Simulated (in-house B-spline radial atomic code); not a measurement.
RPA and G0W0 for Sb3+, [Kr] 4d10 5s2, as one setting changes: the share of exact exchange in the PBE hybrid start. A dash marks a level of low quasi-particle weight. Computed with a B-spline radial code for spherical atoms: all electrons, scalar-relativistic (spin-free one-electron X2C), finite nucleus, each spin shell either full or empty, empty states to l = 9 with an (l + 1/2)⁻⁴ tail; G0W0 by contour deformation at full frequency.

| share of exact exchange in the PBE hybrid start | mean-field level (eV) | G0W0 level (eV) | RPA correlation (Eh) |
| --- | --- | --- | --- |
| 0 | -38.88 | 5s -44.21 | -3.8483 |
| 0.1 | -39.28 | 5s -44.17 | -3.8135 |
| 0.2 | -39.68 | 5s -44.12 | -3.7799 |
| 0.3 | -40.07 | 5s -44.08 | -3.7473 |
| 0.4 | -40.47 | 5s -44.04 | -3.7158 |
| 0.5 | -40.86 | 5s -44.00 | -3.6851 |
| 0.6 | -41.25 | 5s -43.96 | -3.6554 |
| 0.7 | ? | ? | ? |
| 0.8 | ? | ? | ? |
| 0.9 | -42.42 | 5s -43.84 | -3.5709 |
| 1 | -42.80 | 5s -43.80 | -3.5441 |

Question: What belongs in the row for 0.8?

Answer: mean-field level (eV): -42.03; G0W0 level (eV): 5s -43.88; RPA correlation (Eh): -3.5983.

Question: What belongs in the row for 0.7?

Answer: mean-field level (eV): -41.64; G0W0 level (eV): 5s -43.92; RPA correlation (Eh): -3.6265.
